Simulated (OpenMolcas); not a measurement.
Ni⁶⁺.

| Property | Result |
| --- | --- |
| Program | OpenMolcas |
| Method | CASSCF |
| Basis | ANO-RCC-VTZP [6s5p3d2f1g] |
| Scalar Hamiltonian | DKH2, point nucleus |
| Active space | 4 electrons in 5 orbitals (3d) |
| State averaging | 2S+1 = 5 even, 5 roots; 2S+1 = 3 even, 45 roots; 2S+1 = 1 even, 50 roots |
| Spin-orbit coupling | state interaction with AMFI integrals over the reference wave functions, term energies averaged over their components |

Levels without dynamic correlation, in cm-1 above 3d4 5D0:

```csv
Level,E
3d4 3F2(1),38851
3d4 3H4,33608
3d4 3P0(1),35266
3d4 3G3,42588
```

On this reference, MS-CASPT2, IPEA 0.25 Eh, imaginary shift 0.1 Eh (closed shells correlated: 3s 3p) puts 3d4 3F2(1) at 34870 cm-1.

Question: Estimate the other levels at that method by one scale factor, and say how well it serves.

Answer: The factor is 34870 / 38851 = 0.898. Scaled values beside those that MS-CASPT2 gives and measured ones (Corliss and Sugar, J. Phys. Chem. Ref. Data 10, 197 (1981)):
| Level | Scaled | MS-CASPT2 | Miss (%) | Measured |
| --- | --- | --- | --- | --- |
| 3d4 3H4 | 30180 | 32260 | -6.4 | 31672 |
| 3d4 3P0(1) | 31669 | 30560 | +3.6 | 30077 |
| 3d4 3G3 | 38244 | 38960 | -1.8 | 38160 |
For these levels the scaled values miss MS-CASPT2 by up to 6.4 %, as correlation changes each term by its own factor, spin-orbit parts do not scale and CASPT2 has its own spread within terms. This holds within one configuration; levels of others move differently, and the target method has errors of its own against measurement.

CASPT2 breaks the degeneracy within a term, and the mean is taken; among the terms shown or strongly mixed into the levels shown the widest spread is 260 cm-1 (3d4 3H, MS-CASPT2). Without dynamic correlation excited terms often stand tens of per cent too high (terms of higher spin than the ground term too low), and those without a measured partner can miss by more than the paired ones (holds for CASSCF). Computed and measured levels are paired by configuration, term and J; levels that our copy of the source lacks, or whose pairing is in doubt (as where it misses far off the trend of its configuration), stay unpaired and out of the deviations. Levels of configurations outside the active space are missing.

A number in round brackets counts repeated terms of one configuration in the order of the reference energies.
